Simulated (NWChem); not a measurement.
Molecule: Si$_{2}$NH$_{5}$F$_{2}$; SMILES N[Si](F)(F)[SiH3]

```xyz
10

N     -1.5412    -1.0360    -0.3407
Si     0.0284    -0.4319    -0.0280
F      0.4899    -1.1014     1.3635
F      1.1452    -0.9113    -1.0957
Si     0.0292     1.9000     0.0553
H     -1.7727    -1.9972    -0.1149
H     -2.0826    -0.6984    -1.1271
H      1.4108     2.4394     0.1622
H     -0.5927     2.4310    -1.1906
H     -0.7702     2.3720     1.2170
```
Atoms are numbered in this order, from 1.

Program: NWChem. Pople sets run with spherical d functions. Structure relaxed at the B3LYP/6-31G* (spherical d) level. Level: B3LYP/6-31G* with SMD (1 M gas to 1 M solution), gas-phase geometry. Reactions with the solvent are ignored.

### Question
Estimate the computed values for solvent toluene. Quantities: solvation free energy (kcal/mol); cavity-dispersion-structure term (kcal/mol); dipole in solution (D).

### Answer
- solvation free energy (kcal/mol): -2.6
- cavity-dispersion-structure term (kcal/mol): 0.8
- dipole in solution (D): 2.66
